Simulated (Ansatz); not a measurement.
`N=[C](F)[Zn][F]` + HCl → `[F][Zn][Cl]` + `N=CF` at 298.15 K and 1 bar (ligand exchange at a Zn–C bond).

Program: Ansatz. Geometries: PBE0-D4/def2-TZVP. ΔE: electronic, gas phase. CBS: MP2 limit from def2 TZ/QZ plus the TZ coupled-cluster correction, frozen cores. This one scheme is used for every species. For Zn outer-core shells are correlated without core-valence functions, which leaves a few kJ/mol of doubt a bond. Scalar relativity is left out up to krypton. One conformer a species, not always the lowest.

```csv
species,CCSD(T)/CBS energy (Eh),H − E (kJ/mol),S (J/(mol·K))
`N=[C](F)[Zn][F]`,-2071.32641,83.5,329.0
HCl,-460.38127,26.6,186.8
`[F][Zn][Cl]`,-2338.03728,21.5,270.7
`N=CF`,-193.72220,98.3,248.2
```

H − E and S are ideal-gas, rigid-rotor, harmonic terms from PBE0-D4/def2-TZVP, for one conformer and one mirror image of each species. 1 Eh = 2625.50 kJ/mol, R = 8.31446 J/(mol·K).

By hand: ΔE, ΔH, ΔS and ΔG.

ΔE = (-2338.03728) + (-193.72220) − (-2071.32641) − (-460.38127) = -0.05180 Eh = -136.0 kJ/mol. Δ(H − E) = 21.5 + 98.3 − 83.5 − 26.6 = 9.7, so ΔH = -126.3 kJ/mol. ΔS = 270.7 + 248.2 − 329.0 − 186.8 = 3.1 J/(mol·K). ΔG = -126.3 − 298.15 × (3.1)/1000 = -127.2 kJ/mol.

By hand: the equilibrium constant, and the temperature at which ΔG would vanish if ΔH and ΔS stayed fixed.

log₁₀ K = −ΔG/(RT ln 10) = 22.3. ΔH and −TΔS have one sign here, so there is no such temperature. One of them is within its doubt of zero, so this could turn.

The number of gas molecules stays the same, so ΔS is small and ΔH decides. A doubt of 5 kJ/mol in ΔE shifts log₁₀ K by 0.9 here. Other conformers and mirror images would add mixing entropy, several J/(mol·K) or more a flexible species. These are equilibria of isolated gas molecules and say nothing of rates. Largest T1 diagnostic: 0.017 (customary marks: 0.02 for closed shells, 0.045 for open ones).
